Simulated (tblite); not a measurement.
A tight-binding relaxation on `C[Si@@H](N)BNC1CC1`.

Computed with GFN2-xTB geometry optimisation, gas phase (tblite 0.8.0). Start geometry: from a force field or distance geometry. A driver script takes a list of jobs; this job's settings line and coordinates (Å) are shown.

Command:
```bash
OMP_NUM_THREADS=1 python probes_run.py task.json out
```

Input:
```
{"job": {"kind": "relax", "xc": "GFN2-xTB", "basis": "xTB"}, "charge": 0, "multiplicity": 1}
C     -1.905900    -1.425000    -0.429400
Si    -1.804800     0.386400    -0.906300
N     -3.307200     1.209000    -0.432900
B     -0.301500     1.214100     0.010700
N      0.566800     0.373400     0.965000
C      1.942400     0.424100     0.479300
C      2.787500    -0.720400     1.011500
C      2.334700    -0.722000    -0.429600
H     -2.032700    -1.515700     0.671400
H     -0.993000    -1.947700    -0.737100
H     -2.790300    -1.881900    -0.939000
H     -1.606500     0.492400    -2.347200
H     -3.393800     1.160400     0.614500
H     -3.191600     2.220300    -0.682500
H     -0.080500     2.364800    -0.140700
H      0.538100     0.846000     1.903100
H      2.472000     1.405500     0.386700
H      2.250600    -1.460500     1.658700
H      3.863200    -0.483000     1.151500
H      1.520700    -1.449600    -0.646900
H      3.123000    -0.473600    -1.161100
```

What does the run print?

```
step      E/eV     max force
  0    -651.13353    2.234
  1    -651.40754    1.222
  2    -651.55151    0.682
  3    -651.58934    0.447
  4    -651.62828    0.377
  5    -651.64940    0.384
  6    -651.67667    0.314
  7    -651.68743    0.199
  8    -651.69417    0.174
  9    -651.69920    0.184
... (119 lines left out)
129    -653.08958    0.020
130    -653.08966    0.023
131    -653.08973    0.024
132    -653.08980    0.022
133    -653.08986    0.016
134    -653.08992    0.018
135    -653.08996    0.020
136    -653.08999    0.013
137    -653.09002    0.010
138    -653.09003    0.009
```

«max force» is the largest atomic force in eV/Å.

From which step on does the largest force stay under 0.1 eV/Å, and how much energy is left to gain from there?

From step 98 (0.100 eV/Å), 20.6 meV above the end.

Summary of the converged run: energy lowered by 45.1 kcal/mol over 138 steps; largest atomic force 0.009 eV/Å at the end.

Give the final coordinates.

0.880 Å rms from the input after alignment:
```
atom  x, y, z in Å
C1    -2.3608   -1.3040   -0.2720
Si2   -2.0333    0.4937   -0.8385
N3    -3.3755    1.3728   -0.1464
B4    -0.2134    1.0807   -0.3653
N5     0.7572    0.1500   -0.0483
C6     2.1159    0.3848    0.3078
C7     2.7975   -0.5131    1.3002
C8     3.1854   -0.5654   -0.1503
H9    -2.1413   -1.4387    0.7845
H10   -1.7452   -2.0072   -0.8261
H11   -3.3966   -1.5844   -0.4285
H12   -2.3638    0.5506   -2.2829
H13   -3.5659    1.2405    0.8348
H14   -3.4388    2.3558   -0.3588
H15    0.1235    2.2108   -0.3228
H16    0.5448   -0.8394   -0.0581
H17    2.3531    1.4405    0.3326
H18    2.2353   -1.3429    1.7027
H19    3.4883   -0.0752    2.0037
H20    2.8823   -1.4290   -0.7236
H21    4.1422   -0.1639   -0.4453
```

On one thread of an Arm Neoverse N1, shared host with 64 logical CPUs at a one-minute load of 61, this took 2.0 s of wall time.
Labels such as C1 count atoms from 1, the log's own numbers from 0.
